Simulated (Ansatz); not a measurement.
One change: `[Cl][In]([Cl])[I]` becomes `[SiH3][O][In]([Cl])[Cl]`.

Ansatz, PBE0-D4/def2-TZVP geometries, multiplicity 1. Each molecule was computed in one conformer, which needn't be the lowest.

Elements past krypton have def2 core potentials.

```csv
property,`[Cl][In]([Cl])[I]`
size of the dipole moment (PBE/def2-TZVPP) / D,1.29
HOMO–LUMO gap (ωB97M-V/def2-TZVPP) / eV,9.39
HOMO energy (PBE/def2-TZVPP) / eV,-7.14
size of the dipole moment (ωB97M-V/def2-TZVPP) / D,1.25
size of the dipole moment (B3LYP/def2-TZVPP) / D,1.33
HOMO–LUMO gap (B3LYP/def2-TZVPP) / eV,4.82
```

Problem. Give the same properties after the change, and the shifts. (Best estimate.)

Solution. Ansatz gave: 
```json
{"property": "size of the dipole moment (PBE/def2-TZVPP) / D", "`[SiH3][O][In]([Cl])[Cl]`": "0.26", "shift": "-1.03"}
{"property": "HOMO–LUMO gap (ωB97M-V/def2-TZVPP) / eV", "`[SiH3][O][In]([Cl])[Cl]`": "10.32", "shift": "0.93"}
{"property": "HOMO energy (PBE/def2-TZVPP) / eV", "`[SiH3][O][In]([Cl])[Cl]`": "-7.40", "shift": "-0.26"}
{"property": "size of the dipole moment (ωB97M-V/def2-TZVPP) / D", "`[SiH3][O][In]([Cl])[Cl]`": "0.24", "shift": "-1.01"}
{"property": "size of the dipole moment (B3LYP/def2-TZVPP) / D", "`[SiH3][O][In]([Cl])[Cl]`": "0.28", "shift": "-1.05"}
{"property": "HOMO–LUMO gap (B3LYP/def2-TZVPP) / eV", "`[SiH3][O][In]([Cl])[Cl]`": "5.54", "shift": "0.72"}
```

With PBE0 the HOMO falls by 0.51 eV and the LUMO rises by 0.20 eV, so the gap widens by about 0.71 eV. PBE moves the HOMO by -0.26 eV and ωB97M-V by -0.68 eV. Dipoles are sizes alone; their direction can turn.

B3LYP here is the variant with VWN-RPA as its local correlation; programs differ in this.

Spin–orbit coupling is left out; it splits and shifts lone-pair levels of the heavy atoms by tenths of an eV.
